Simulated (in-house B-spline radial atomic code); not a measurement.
# RPA and G0W0 on CAM-B3LYP: S5+

Configuration [Ne] 3s1, highest spin, mean-field start CAM-B3LYP. Computed with a B-spline radial code for spherical atoms: all electrons, scalar-relativistic (spin-free one-electron X2C), finite nucleus, each spin shell either full or empty, empty states to l = 9 with an (l + 1/2)⁻⁴ tail; G0W0 by contour deformation at full frequency.

Command:
```bash
python run_gw.py task.json out
```
Settings (radii: box in bohr, nucleus in fm):
```
Z                        16
electrons                11
configuration            [Ne] 3s1
hamiltonian              x2c
method                   camb3lyp
lmax                     9
rms_radius               3.2611
spin_polarised           True
box_radius               10.43
intervals                68
ion_configuration        [He] 2s2 2p6
```

Run time, properties included: 4.1 s on 1 thread of Arm Neoverse N1 (shared host).

Energies (hartree):

```json
{"term": "mean-field total", "value": "-392.30069"}
{"term": "Hartree-Fock functional on these orbitals", "value": "-391.84769"}
{"term": "direct second order", "value": "-0.70904"}
{"term": "second-order exchange", "value": "0.26402"}
{"term": "SOSEX correction", "value": "0.24664"}
```

Task: What is the RPA correlation energy, and what remains with SOSEX?

Result: RPA gives -0.64942 hartree (-1.61 eV per electron); RPA + SOSEX gives -0.40277, and the second-order doubles -0.44502 hartree (no singles). RPA lacks exchange-type terms and so overcorrelates at short range.

Quasi-particle levels (eV):

```tsv
level	occupied	mean field	Σx - vxc	Σc	QP weight	G0W0
3s up	yes	-85.20	-2.47	?	?	?
2p down	yes	-243.65	-17.48	2.89	0.959	-258.24
2p up	yes	-244.09	-17.69	2.94	0.950	-258.83
3s down	no	-76.53	6.09	-2.15	0.961	-72.59
```

G0W0 = mean field + (Σx - vxc) + Σc, with Σc (partial-wave tail included) taken at the quasi-particle energy. Only the outer levels were computed. Levels of low weight are left out.

Task: Where does G0W0 put 3s up?

Result: At -89.09 eV, with Σc = -1.42 eV and a quasi-particle weight of 0.977. The tabulated removal energy is 88.053 eV (NIST, measured); the calculation leaves out spin-orbit coupling, Breit and QED terms, and what these don't explain is the method's own error.

Task: What does it cost to remove one electron (to [He] 2s2 2p6) by differences of total energies, each species on its own start (correlation terms add to the Hartree-Fock functional)?

Result: CAM-B3LYP 89.08 eV, Hartree-Fock functional 87.56 eV, + RPA 88.72 eV, + RPA + SOSEX 88.00 eV, + second order 88.11 eV. Tabulated: 88.053 eV (NIST, measured); the calculation leaves out spin-orbit coupling, Breit and QED terms, and what these don't explain is the method's own error.
